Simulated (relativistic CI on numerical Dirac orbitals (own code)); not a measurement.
**Ligand-field terms of d5**

Computed with a parametric ligand-field model of a d^n configuration (Racah B and C, spin-orbit zeta, crystal field), exact diagonalisation.

Field parameters in Wybourne normalisation: Oh B⁴₀ = 21Dq, B⁴₄ = √(5/14) B⁴₀; Td as Oh with Dq negative (B⁴₀ = 21Dq, B⁴₄ = √(5/14) B⁴₀). The field is a parameter set, without covalency.

Lowest levels for B = 860, C = 4340, ζ = 550 cm⁻¹, Oh, 10Dq = 7700 cm⁻¹?

Γ7+Γ8 0 (S 2.50), Γ7 25340 (S 1.50), Γ8 25382 (S 1.50), Γ8 25489 (S 1.50), Γ6 25579 (S 1.50), Γ7 28542 (S 1.50), Γ8 28639 (S 1.50), Γ6 28813 (S 1.50), Γ8 28827 (S 1.50) cm⁻¹, with S from ⟨S²⟩ = S(S + 1). The ground level has 2.00 electrons in the cubic e pair.

Lowest levels for B = 670, C = 3070, ζ = 3900 cm⁻¹, Oh, 10Dq = 20700 cm⁻¹?

Γ7 0 (S 0.95), Γ8 6164 (S 1.75), Γ7 9430 (S 2.12), Γ8 9726 (S 1.29), Γ8 14781 (S 1.54), Γ6 16304 (S 1.48), Γ8 17376 (S 1.72), Γ7 18833 (S 1.59), Γ6 19624 (S 1.46) cm⁻¹, with S from ⟨S²⟩ = S(S + 1). The ground level has 0.44 electrons in the cubic e pair.

Lowest levels for B = 590, C = 2780, ζ = 740 cm⁻¹, Oh, 10Dq = 11800 cm⁻¹?

Γ7 0 (S 2.49), Γ8 1 (S 2.49), Γ7 8826 (S 1.02), Γ8 9797 (S 1.31), Γ8 10294 (S 1.49), Γ6 10495 (S 1.50), Γ7 11254 (S 1.17), Γ8 11482 (S 0.88), Γ6 14088 (S 1.50) cm⁻¹, with S from ⟨S²⟩ = S(S + 1). The ground level has 1.99 electrons in the cubic e pair.

Lowest levels for B = 340, C = 1540, ζ = 750 cm⁻¹, Td, 10Dq = -2550 cm⁻¹?

Γ8 0 (S 2.48), Γ7 0 (S 2.48), Γ8 9244 (S 1.44), Γ7 9413 (S 1.47), Γ6 9446 (S 1.49), Γ8 9500 (S 1.49), Γ6 10540 (S 1.49), Γ8 10562 (S 1.48), Γ8 10652 (S 1.48) cm⁻¹, with S from ⟨S²⟩ = S(S + 1). The ground level has 2.01 electrons in the cubic e pair.

Lowest levels for B = 730, C = 2900, ζ = 470 cm⁻¹, Oh, 10Dq = 33000 cm⁻¹?

Γ7 0 (S 0.50), Γ8 821 (S 0.50), Γ8 19417 (S 1.51), Γ7 19453 (S 1.51), Γ8 19625 (S 1.50), Γ6 19725 (S 1.50), Γ6 25014 (S 1.50), Γ8 25025 (S 1.50), Γ8 25145 (S 1.50) cm⁻¹, with S from ⟨S²⟩ = S(S + 1). The ground level has 0.04 electrons in the cubic e pair.
